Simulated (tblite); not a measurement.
Species: C₄H₁₁FSi₂.
Atom-mapped SMILES: `[F:1][C@@H:2]1[CH2:3][SiH2:4][C@H:5]([SiH3:6])[CH2:7]1` (hydrogens: H8 on C2; H9, H10 on C3; H11, H12 on Si4; H13 on C5; H14, H15, H16 on Si6; H17, H18 on C7)

The geometry is computed with GFN2-xTB (gas phase).

(1) What internal coordinates does the optimisation give?

Results:

(1) 
```
                     bond  length (Å)
                    F1–C2       1.386
                    C2–C3       1.522
                   C3–Si4       1.904
                   Si4–C5       1.911
                   C5–Si6       1.902
                    C5–C7       1.531
                    C2–C7       1.525
                    C2–H8       1.098
                    C3–H9       1.090
                   C3–H10       1.088
                  Si4–H11       1.464
                  Si4–H12       1.465
                   C5–H13       1.095
Si6–H14, Si6–H15, Si6–H16       1.465
                   C7–H17       1.092
                   C7–H18       1.093
```

Bonds in one row agree within 0.01 Å and their mean is given. A selection of angles:
```
      angle  degrees
   F1–C2–C3    110.8
   F1–C2–C7    110.3
   F1–C2–H8    105.5
   C3–C2–C7    108.8
   C3–C2–H8    111.0
   C7–C2–H8    110.5
  C2–C3–Si4    103.9
   C2–C3–H9    108.2
  C2–C3–H10    111.0
  Si4–C3–H9    111.1
 Si4–C3–H10    115.4
  H9–C3–H10    107.1
  C3–Si4–C5     94.0
 C3–Si4–H11    111.7
 C3–Si4–H12    112.5
 C5–Si4–H11    114.2
 C5–Si4–H12    112.8
H11–Si4–H12    110.7
 Si4–C5–Si6    118.0
  Si4–C5–C7    103.7
 Si4–C5–H13    107.4
  Si6–C5–C7    112.2
 Si6–C5–H13    107.5
  C7–C5–H13    107.6
 C5–Si6–H14    108.7
H14–Si6–H15    110.2
  C5–C7–H17    112.0
  C5–C7–H18    110.6
   C2–C7–C5    107.9
  C2–C7–H17    110.7
  C2–C7–H18    107.9
 H17–C7–H18    107.7
```

Torsions: F1–C2–C3–Si4 -159° (antiperiplanar); C2–C3–Si4–C5 13° (synperiplanar); C3–Si4–C5–Si6 139° (anticlinal); Si4–C5–C7–C2 -38° (synclinal); F1–C2–C7–C5 174° (antiperiplanar).

Si6 (SiH3 silicon) is tetrahedral (angles from 108.7° to 110.2°). Si4 (SiH2 silicon) has angles from 94.0° to 114.2°. The 5-membered ring C2–C3–Si4–C5–C7 has internal angles of 94.0° to 108.8° (sum 518°, against 540° for a flat polygon); it is puckered, 0.20 Å rms from its mean plane, widest ring torsion 52°.

Point group: C1 (no symmetry element, even within 0.4 Å). Its GFN2-xTB frequencies are all real (lowest 76 cm⁻¹). The numbers are those of one conformer.
